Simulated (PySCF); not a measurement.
# Two-component Hartree-Fock for Ba (barium, neutral)

Start: [Xe] 6s2. Calculated with PySCF 2.14 in x2c-TZVPPall-2c with one added diffuse shell each of s, p, d type (12s12p10d2f1g, 121 functions): generalised Hartree-Fock with the X2C-1e Hamiltonian and a Gaussian nucleus; spin-orbit coupling (SO) screened by Boettger's factors.

```
spinor shell  electrons  ε, screened SO (eV)  weight of nominal j (screened SO)  rms radius, screened SO (bohr)
       1s1/2          2             -37620.2                              1.000                          0.0292
       2s1/2          2              -6052.3                              1.000                           0.119
       2p1/2          2              -5688.0                              1.000                           0.102
       2p3/2          4              -5303.0                              1.000                           0.108
       3s1/2          2              -1323.0                              1.000                           0.311
       3p1/2          2              -1168.8                              1.000                           0.303
       3p3/2          4              -1092.3                              1.000                           0.315
       3d3/2          4              -824.35                              1.000                           0.287
       3d5/2          6              -808.28                              1.000                           0.290
       4s1/2          2              -278.92                              1.000                           0.715
       4p1/2          2              -220.39                              1.000                           0.744
       4p3/2          4              -204.31                              1.000                           0.770
       4d3/2          4              -106.50                              1.000                           0.856
       4d5/2          6              -103.72                              1.000                           0.867
       5s1/2          2              -43.616                              1.000                            1.76
       5p1/2          2              -26.030                              1.000                            1.99
       5p3/2          4              -23.739                              1.000                            2.08
       6s1/2          2               -4.441                              1.000                            5.42
```

```
   quantity  screened SO
E (hartree)  -8133.26407
        M_J            0
       ⟨J²⟩        0.000
       ⟨L²⟩        0.036
       ⟨S²⟩        0.036
```

Breit and QED terms are absent; they matter most for the inner s and p1/2 levels.

Densities and radii are taken from the X2C orbitals without a picture-change correction, which distorts them close to the nucleus.
